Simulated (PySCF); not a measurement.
SMILES C([Si](F)(F)F)CCl (C2H4ClF3Si) (GFN2-xTB optimised geometry):

```
11

F      0.211    -2.144    -1.246
Si     0.640    -1.270     0.006
F      2.224    -1.312     0.013
F      0.198    -2.137     1.258
C     -0.083     0.465     0.000
C     -1.606     0.465     0.000
Cl    -2.224     2.144     0.000
H      0.269     1.021     0.873
H      0.269     1.015    -0.876
H     -2.008    -0.016     0.890
H     -2.007    -0.016    -0.891
```

Level of theory: PBE/def2-TZVP (PySCF).

**Question.** What are the frontier orbital energies and the dipole moment?

**Answer.** HOMO-2 -8.98 eV, HOMO-1 -7.41 eV, HOMO -7.38 eV, LUMO -1.07 eV, LUMO+1 -0.14 eV; dipole moment 0.84 D.

Meta-Löwdin charges at PBE/def2-TZVP: F1 -0.47, Si2 1.59, F3 -0.46, F4 -0.47, C5 -0.49, C6 -0.17, Cl7 -0.12, H8 0.15, H9 0.15, H10 0.14, H11 0.14.
